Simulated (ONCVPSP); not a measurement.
**Transferability test, ONCV potential for Ge**

```json
{
  "Element": "germanium",
  "Generator": "ONCVPSP 4.0.1",
  "Type": "optimised norm-conserving Vanderbilt (ONCV)",
  "Functional": "LDA (Perdew-Wang 92)",
  "Relativity": "scalar-relativistic",
  "Frozen core": "[Ne]",
  "Valence charge": "22",
  "Reference configuration": "3s2 3p6 3d10 4s2 4p1.75 (charge +0.25)",
  "Partial waves": "3s+4s: rc 0.90 bohr, ncon 4, nbas 9, qcut 16.6 1/bohr, 2 projectors; 3p+4p: rc 1.05 bohr, ncon 4, nbas 7, qcut 16 1/bohr, 3 projectors, debl 3.6 Ha; 3d: rc 0.90 bohr, ncon 4, nbas 8, qcut 17 1/bohr, local",
  "Local potential": "the d channel",
  "Core correction": "Teter function, fcfact 2, rcfact 1.75"
}
```

Energies are relative to the spin-unpolarised reference configuration 3s2 3p6 3d10 4s2 4p1.75; without spin polarisation the order of configurations can differ from experiment.

```
valence configuration  charge  ΔE all-electron (eV)  error AE − PS (meV)
 3s2 3p6 3d10 4s2 4p2       0                -1.223                 +0.1
 3s2 3p6 3d10 4s2 4p1      +1                 6.408                 -0.5
```

Question: What are ΔE and the potential's error for 3s2 3p6 3d10 4s2 4p0?

Answer: ΔE = 22.118 eV all-electron; the error (AE − PS) is -1.8 meV.

Question: What are ΔE and the potential's error for 3s2 3p6 3d10 4s1 4p2?

Answer: ΔE = 15.187 eV all-electron; the error (AE − PS) is -0.6 meV.

Levels in the configuration 3s2 3p6 3d10 4s2 4p2:

```csv
level,all-electron (eV),pseudo (eV)
3s,-167.739,-167.744
3p,-115.386,-115.386
3d,-29.559,-29.560
4s,-11.946,-11.945
4p,-4.047,-4.046
```

Note: ghosts flagged at negative energy: s at -128.6 eV; no localised positive-energy state flagged. A true bound ghost makes a file unfit for plane-wave use.
